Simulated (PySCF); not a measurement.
Ionisation energy along the 6-electron series

Calculated with PySCF 2.14 and a two-component X2C-1e Hamiltonian (Gaussian nucleus, no Breit or QED terms), each ion in its own even-tempered basis scaled to its charge; GMP2 freezes nothing and drops the highest virtual spinors. Values in eV. NIST values: (m) measured, (s) semi-empirical, (t) theoretical.

| ion | configuration | GHF (spin-free) | GMP2 (spin-free) | GHF (screened spin-orbit) | GMP2 (screened spin-orbit) | NIST |
| --- | --- | --- | --- | --- | --- | --- |
| Re⁶⁹⁺ | [He] 2s2 2p2 | 17975.8 | 17975.9 | 19034.9 | 19037.0 | 19000 ± 50 (t) |
| Os⁷⁰⁺ | [He] 2s2 2p2 | 18505.2 | 18505.4 | 19634.6 | 19636.8 | 19600 ± 60 (t) |
| Ir⁷¹⁺ | [He] 2s2 2p2 | 19043.2 | 19043.4 | 20246.8 | 20249.0 | 20210 ± 60 (t) |

Between Z = 75 and Z = 77 the GMP2 (screened spin-orbit) value grows as Z to the power 2.35.
